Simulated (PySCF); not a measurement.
**Si(OH)₃: from structure and modes to constants**

These are results of UPBE0 in PySCF with Si def2-TZVP, O def2-TZVP, H def2-TZVP; no relativity; density-fitted integrals, not measurements.

The doublet minimum has C3 symmetry. Masses (u): Si 27.97693, O 15.99492, H 1.00782.

```xyz
7
charge 0 multiplicity 2, angstrom
Si    0.0000    0.0000   -0.3647
O     1.5354    0.0073    0.2141
O    -0.7740    1.3260    0.2141
O    -0.7613   -1.3333    0.2141
H     2.0951   -0.7328   -0.0286
H    -0.4130    2.1808   -0.0286
H    -1.6822   -1.4481   -0.0286
```

Harmonic wavenumbers (cm⁻¹): 145.9 (e, ×2), 253.7 (a, ×1), 310.4 (e, ×2), 396.3 (a, ×1), 792.8 (e, ×2), 802.9 (a, ×1), 822.4 (a, ×1), 953.4 (e, ×2), 3913.3 (e, ×2), 3914.8 (a, ×1).

Problem. What is the harmonic zero-point energy?

Solution. Half the sum of all 15 wavenumbers, 18422/2 = 9211 cm⁻¹, which is 110.2 kJ/mol (1 cm⁻¹ = 0.0119627 kJ/mol).

Problem. Find the vibrational entropy and heat capacity at 298.15 K.

Solution. With u = 1.43878 ω/T, each mode gives S = R[u/(eᵘ−1) − ln(1−e⁻ᵘ)] and C = R u² eᵘ/(eᵘ−1)².
```tsv
ω (cm⁻¹)	u	S (J/(mol K))	C (J/(mol K))
145.9 (×2)	0.704	11.40	7.98
253.7	1.224	7.13	7.35
310.4 (×2)	1.498	5.69	6.92
396.3	1.912	4.09	6.18
792.8 (×2)	3.826	0.89	2.77
802.9	3.874	0.86	2.70
822.4	3.969	0.79	2.57
953.4 (×2)	4.601	0.47	1.80
3913.3 (×2)	18.884	0.00	0.00
3914.8	18.892	0.00	0.00
```
The sums over all modes are S = 49.8 and C = 57.8 J/(mol K); the softest mode gives 23 % of the entropy (each member, where degenerate).

Problem. Give the standard entropy (298.15 K, 1 bar) by its translational, rotational, vibrational and spin parts, and Cp.

Solution. Sackur–Tetrode with M = 78.99 u gives 163.3; rotation with symmetry number 3 gives 94.9; vibration 49.8; spin R ln 2 = 5.8. The total is 313.8 J/(mol K), and Cp = 4 R + 57.8 = 91.0 J/(mol K).

This need not be the most stable arrangement of these atoms.
